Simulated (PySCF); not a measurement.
All of these have the formula C4H6F2O. Computed, not measured: TDDFT B3LYP/def2-SVPD, vertical, gas phase, core orbitals frozen in the response in PySCF 2.14.0, density-fitted response routines. Geometries: GFN2-xTB; one conformer of each isolated species. Triplets are in the Tamm–Dancoff approximation.

A. `F[C@@H]1CC[C@@H](F)O1`
B. `CC1[C@@H](F)O[C@@H]1F`
C. `C=C(CF)OCF`
D. `C[C@@H](F)[C@@H](F)C=O`

Lowest singlet levels (six at most, fewer where fewer were computed) with oscillator strengths:

1. 155 nm (f 0.023); 146 nm (f 0.012); 145 nm (f 0.017); 145 nm (f 0.006); 139 nm (f 0.001); 137 nm (f 0.007); T1 7.83 eV
2. 298 nm (f 0.000); 185 nm (f 0.044); 179 nm (f 0.001); 164 nm (f 0.006); 161 nm (f 0.006); 159 nm (f 0.022); T1 3.57 eV
3. 144 nm (f 0.040); 142 nm (f 0.005); 136 nm (f 0.026); 136 nm (f 0.000); 134 nm (f 0.010); 131 nm (f 0.027); T1 8.51 eV
4. 188 nm (f 0.056); 179 nm (f 0.127); 170 nm (f 0.031); 168 nm (f 0.053); 161 nm (f 0.019); 154 nm (f 0.060); T1 4.48 eV

Problem. Which spectrum belongs to which structure?

Solution. 1 = B, 2 = D, 3 = A, 4 = C.
- A: S1 at 8.60 eV, HOMO→LUMO (97%); Löwdin shares by element: HOMO oxygen 57%, fluorine 20%, carbon 6% or more (atoms not listed hold the other 17%); LUMO carbon 46% (atoms not listed hold the other 54%); HOMO -9.15 and LUMO 0.35 eV; point group C2, 1 of its 6 listed states under f = 0.0005.
- B: S1 at 8.02 eV, HOMO→LUMO (97%); Löwdin shares by element: HOMO carbon 35% or more, oxygen 30% (atoms not listed hold the other 36%); LUMO carbon 42% or more, hydrogen 11% or more (atoms not listed hold the other 47%); HOMO -8.61 and LUMO 0.29 eV.
- C: S1 at 6.59 eV, HOMO→LUMO (54%), HOMO→LUMO+1 (40%); Löwdin shares by element: HOMO carbon 65% or more, oxygen 18% (atoms not listed hold the other 17%); LUMO carbon 64% or more, oxygen 7% (atoms not listed hold the other 29%); HOMO -7.19 and LUMO -0.15 eV.
- D: S1 at 4.17 eV, HOMO→LUMO (99%); S1 has the pattern of n→π* at C=O; HOMO -8.00 and LUMO -1.98 eV.
